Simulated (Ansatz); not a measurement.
A CCSD(T) single point on ClGaH₃OSi (`[SiH3][O][Ga][Cl]`) radical.

```yaml
crystal:
  periodic: [false, false, false]
  atoms:
    - {symbol: Si, position_ang: [-0.018813, 1.163531, 0.161160]}
    - {symbol: O, position_ang: [-0.011344, -0.474371, 0.204746]}
    - {symbol: Ga, position_ang: [0.079382, -1.883457, -0.883230]}
    - {symbol: Cl, position_ang: [0.015360, -3.825687, 0.061089]}
    - {symbol: H, position_ang: [0.092220, 1.664383, -1.237870]}
    - {symbol: H, position_ang: [1.129507, 1.685703, 0.946034]}
    - {symbol: H, position_ang: [-1.286322, 1.669909, 0.748072]}
basis:
  gaussian: {orbitals: def2-SVP}
magnetization: {spin_polarized: true, initial_magnetization: 1}
correlation: {method: ccsd_t}
scf: {omitted_lower_state_checks: [cluster_reference]}
```

```sh
$ ansatz run in.yaml --threads 4 --pin off --events-out ev --progress --plain --max-ram 10444MiB
```

The program prints (abridged):

```
Functional definition: HF
922 factors; integrals over basis functions are off by at most 1.1e-3 eV
mean field evaluation 1: about -74769.2504 eV, gradient 2.7e1 eV
mean field evaluation 2: about -74769.2729 eV, gradient 2.7e1 eV
mean field evaluation 4: about -74772.8221 eV, gradient 2.6e0 eV
mean field evaluation 8: about -74772.9353 eV, gradient 1.7e-1 eV
mean field -74772.93612831 eV, -2747.8547197989 hartree, gradient 3.2e-6 eV, S^2 0.755982; 0 other end points of the search recorded, 0 dependent functions left out
20 core orbitals not correlated: weight in the atoms' cores, before any rotation towards them, 1.000 or more for the frozen orbitals, at most 0.000 for the correlated occupied ones
reference -74772.93612831 eV, -2747.8547197989 hartree; 17, 16 occupied and 60, 61 virtual orbitals, 922 factors
second order -16.41191820 eV of doubles, -0.00000000 eV of singles
cycle   1  -16.43003299 eV  change   -1.8e-2 eV  update   1.2e-1
cycle   2  -16.96223809 eV  change   -5.3e-1 eV  update   3.6e-2
cycle   3  -17.09692731 eV  change   -1.3e-1 eV  update   2.1e-2
cycle   4  -17.08845266 eV  change    8.5e-3 eV  update   6.6e-3
cycle   5  -17.08636306 eV  change    2.1e-3 eV  update   3.7e-3
cycle   6  -17.08699780 eV  change   -6.3e-4 eV  update   1.4e-3
cycle   7  -17.08711552 eV  change   -1.2e-4 eV  update   6.5e-4
cycle   8  -17.08738942 eV  change   -2.7e-4 eV  update   2.3e-4
cycle   9  -17.08743913 eV  change   -5.0e-5 eV  update   1.0e-4
cycle  10  -17.08738707 eV  change    5.2e-5 eV  update   3.6e-5
cycle  11  -17.08740165 eV  change   -1.5e-5 eV  update   1.7e-5
perturbative correction -0.46408795 eV, -0.0170549178 hartree
Total energy: -74790.48761792 eV, -2748.4997251451 hartree
Checks for a lower state left out: cluster_reference
```

Hardware: 4 threads of an Intel Xeon Platinum 8375C on a shared host. Wall time 7 s, peak host memory 0.68 GiB.

Correlation energy per correlated electron: -0.532 eV. T1 diagnostic: 0.0155.
